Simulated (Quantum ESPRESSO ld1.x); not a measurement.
The numbers below are computed, except where a source is named.
Question: The mean radii <r> (bohr) of the occupied orbitals of an atom or ion are listed with their occupations. Level of theory: scalar-relativistic Kohn-Sham, LDA (Slater exchange, VWN5 correlation), spin-polarised, spherical densities, point nucleus (ld1.x of Quantum ESPRESSO 7.5).

orbital  occ.      <r>
1s up       1  0.01774
1s down     1  0.01774
2s up       1  0.07494
2s down     1  0.07494
2p up       3  0.06731
2p down     3  0.06730
3s up       1   0.1930
3s down     1   0.1929
3p up       3   0.1932
3p down     3   0.1932
3d up       5   0.1747
3d down     5   0.1747
4s up       1   0.4011
4s down     1   0.4013
4p up       3   0.4161
4p down     3   0.4163
4d up       5   0.4189
4d down     2   0.4193

Name the element and its charge. Open shells, if any, are filled with parallel spins first.

Answer: Z = 76, osmium, charge +33: Os33+ in [Kr] 4d7. The 1s radius gives Z: for a bare nucleus <r> = (2 gamma + 1)/(2Z) with gamma = sqrt(1 - (Z/c)^2), 0.01753 bohr for Z = 76, and screening makes it slightly larger (0.01774 here). The occupations add up to 43, and the charge is Z minus that.
